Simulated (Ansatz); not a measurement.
The same path of C$_{2}$H$_{7}$FGeOSi (13 atoms, charge 0, multiplicity 1) was run twice with different band settings. The coordinate that changes most is the dihedral Si2–C3–Ge4–H12.

Computed with RKS PBE0-D4/def2-SVP (Ansatz).

Relaxed end points:

```xyz
13
Properties=species:S:1:pos:R:3
O -2.324 -1.292 0.266
Si -0.826 -1.005 0.934
C 0.093 0.397 0.091
Ge 1.712 0.077 -0.930
C -0.350 1.653 0.181
F -1.449 1.979 0.858
H -2.351 -1.448 -0.682
H 0.060 -2.208 0.818
H -1.081 -0.701 2.366
H 2.803 -0.527 -0.028
H 1.419 -0.916 -2.072
H 2.207 1.412 -1.521
H 0.109 2.544 -0.266
```

```xyz
13
Properties=species:S:1:pos:R:3
O -1.620 -1.660 1.330
Si -0.350 -0.588 1.447
C -0.071 0.392 -0.129
Ge 1.523 0.144 -1.208
C -0.969 1.290 -0.539
F -2.095 1.536 0.129
H -1.585 -2.292 0.606
H 0.938 -1.303 1.722
H -0.688 0.304 2.586
H 1.616 -1.323 -1.670
H 1.447 1.067 -2.439
H 2.780 0.479 -0.385
H -0.906 1.920 -1.436
```

Common settings: movable images 9; climbing image yes; spring 5.0 eV/Å²; optimiser quadratic models (default); force threshold 0.05 eV/Å; end points relaxed.

| run | start path | iteration limit |
| --- | --- | --- |
| 1 | IDPP | 26 |
| 2 | straight line | 32 |

(1) What does each run give, and how far can it be trusted?

Results:

(1) Run 1: converged after 5 iterations, highest image 0.066 eV above the first end. A vibrational analysis at the climbing image gives one clearly imaginary mode, 115i cm⁻¹: a first-order saddle point.
Run 2: converged after 10 iterations, highest image 0.067 eV above the first end. Another band between the same ends (9 images) ends at a top of the same energy, where a vibrational analysis finds 1 clearly imaginary mode.
